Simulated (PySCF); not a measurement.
**Adding and removing an electron: SrH**

r²SCAN; PySCF, scalar-relativistic core potentials, basis sets Sr def2-SVPD with ECP28, H def2-SVPD. Neutral (UKS): doublet (σ ↑), Re = 2.150 Å, ωe = 1187 cm⁻¹, De = 2.00 eV, HOMO -3.34 eV, LUMO -1.94 eV.

SrH⁺ (UKS): singlet (closed shell), Re = 2.039 Å, ωe = 1411 cm⁻¹, De = 2.19 eV to Sr⁺ + H. The energies at the minima are -31.25147 hartree for SrH and -31.05935 for SrH⁺.

Work out the adiabatic ionisation energy, without and with harmonic zero-point energies (1 hartree = 27.2114 eV, 1 eV = 8065.5 cm⁻¹), and the change of the bond length.

At r²SCAN: 0.19212 hartree = 5.228 eV between the minima; the zero-point term (1411.0 − 1187.0)/2 cm⁻¹ = +0.014 eV makes it 5.242 eV. Re changes by -11.1 pm against the neutral. The electron leaves a σ orbital; in so polar a molecule the change of length follows mostly from the change of the ionic charges.

For an ion De counts to the pair picked by the measured ionisation energies or electron affinities, which need not be the lowest pair at this level. States were picked by a PBE0 search and need not be the measured ground states.
